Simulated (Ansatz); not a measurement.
[WO4]2- (WO4²⁻). Total charge -2; singlet. Geometry relaxed at PBE-D4/def2-SVPD.

```xyz
5

W    -0.0004    0.0001   -0.0002
O    -0.3013    0.1937    1.7821
O     0.4100    1.6160   -0.7245
O    -1.4933   -0.6618   -0.7988
O     1.3850   -1.1480   -0.2586
```

In the def2 sets W takes a core potential; there is no spin–orbit coupling. A multiply charged anion in the gas phase is held together partly by the finite basis. The relaxation made no stability test and no search for a lower SCF solution.

(1) Estimate the harmonic wavenumbers at RKS PBE-D4/def2-SVPD (Ansatz, unscaled). Is this a minimum?

## Answers

(1) 287, 287, 287, 295, 295, 773, 773, 773, 850 cm⁻¹. Yes, no mode is imaginary beyond noise. Zero-point energy 27.6 kJ/mol. It took 26 s on 4 threads of Arm Neoverse V1 on a shared host.
